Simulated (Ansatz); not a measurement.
Reactions of C$_{4}$H$_{3}$F$_{5}$, SMILES `CC(F)=C(F)C(F)(F)F`.

Calculated with Ansatz (gas phase, PBE0-D4/def2-TZVP geometries, no zero-point term in ΔE). CBS: MP2 limit from def2 TZ/QZ plus the TZ coupled-cluster correction, frozen cores. This one scheme is used for every species. Double bonds are as drawn, so ΔE can hold a change between cis and trans. DFT in def2-TZVPP. Triplets are unrestricted, without spin–orbit coupling.

```json
{"reaction": "`C/C(F)=C(\\F)C(F)(F)F` + H₂ → `F/C=C(\\F)C(F)(F)F` + CH₄", "CCSD(T)/CBS(def2) (kJ/mol)": "-50"}
{"reaction": "`C/C(F)=C(\\F)C(F)(F)F` → `F/C=C(\\F)C(F)(F)F` + `[CH2]` (triplet)", "CCSD(T)/CBS(def2) (kJ/mol)": "?"}
{"reaction": "`C/C(F)=C(\\F)C(F)(F)F` → `FC1CC(F)(F)C1(F)F`", "CCSD(T)/CBS(def2) (kJ/mol)": "12"}
{"reaction": "`C/C(F)=C(\\F)C(F)(F)F` → `F[C@@H]1[C@@H](F)C(F)(F)[C@H]1F`", "CCSD(T)/CBS(def2) (kJ/mol)": "46"}
{"reaction": "`C/C(F)=C(\\F)C(F)(F)F` → `CC(F)=C(F)F` + `F[C]F`", "CCSD(T)/CBS(def2) (kJ/mol)": "283"}
```

(1) Fill in the missing values. (Estimate.)

Largest T1 diagnostic: 0.017, for `F[C]F`.

Answers

(1) The calculation gave: `C/C(F)=C(\F)C(F)(F)F` → `F/C=C(\F)C(F)(F)F` + `[CH2]` (triplet): +453.5 kJ/mol.
